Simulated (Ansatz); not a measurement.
One change: `NC(F)([SiH3])[SiH3]` becomes `CC(F)([SiH3])[SiH3]`.

Ansatz, PBE0-D4/def2-TZVP geometries, multiplicity 1. Each molecule was computed in one conformer, which needn't be the lowest.

| property | `NC(F)([SiH3])[SiH3]` |
| --- | --- |
| HOMO energy (B3LYP/def2-TZVPP) / eV | -7.84 |
| LUMO energy (ωB97M-V/def2-TZVPP) / eV | 1.81 |
| HOMO energy (PBE/def2-TZVPP) / eV | -6.65 |
| HOMO–LUMO gap (ωB97M-V/def2-TZVPP) / eV | 12.08 |
| size of the dipole moment (PBE/def2-TZVPP) / D | 1.30 |
| size of the dipole moment (ωB97M-V/def2-TZVPP) / D | 1.27 |

Problem. Give the same properties after the change, and the shifts. (An estimate is asked.)

Solution. The calculation gave: 
```
                                          property  `CC(F)([SiH3])[SiH3]`  shift
               HOMO energy (B3LYP/def2-TZVPP) / eV                  -7.73   0.11
             LUMO energy (ωB97M-V/def2-TZVPP) / eV                   1.81   0.00
                 HOMO energy (PBE/def2-TZVPP) / eV                  -6.59   0.06
           HOMO–LUMO gap (ωB97M-V/def2-TZVPP) / eV                  11.95  -0.13
    size of the dipole moment (PBE/def2-TZVPP) / D                   1.41   0.11
size of the dipole moment (ωB97M-V/def2-TZVPP) / D                   1.52   0.25
```

Dipoles are sizes alone; their direction can turn.

B3LYP here is the variant with VWN-RPA as its local correlation; programs differ in this.
